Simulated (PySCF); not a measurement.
All values below come from PBE-D3(BJ)/def2-TZVP (PySCF 2.14.0). Gas-phase values, no solvent. Excitations are Tamm–Dancoff values on a coarser integration grid. The basis has no diffuse functions, so Rydberg states are missing or too high.

Reference species (SMILES): `FC=C=CF` (neutral, multiplicity 1).

- HOMO–LUMO gap = 5.24 eV
- dipole moment = 1.62 D
- HOMO = -6.94 eV
- S1 excitation (TDA) = 5.34 eV

After one change: the HOMO–LUMO gap goes up by 0.73 eV; the dipole moment stays essentially unchanged; the HOMO rises by 0.18 eV; the S1 excitation (TDA) goes up by 0.71 eV.

Task: What was changed between the two runs? The new species is one of these.
A) `C#CC(F)F`
B) `FC#CCF`
C) `FC1=C[C@@H]1F`

Result: B, `FC#CCF`
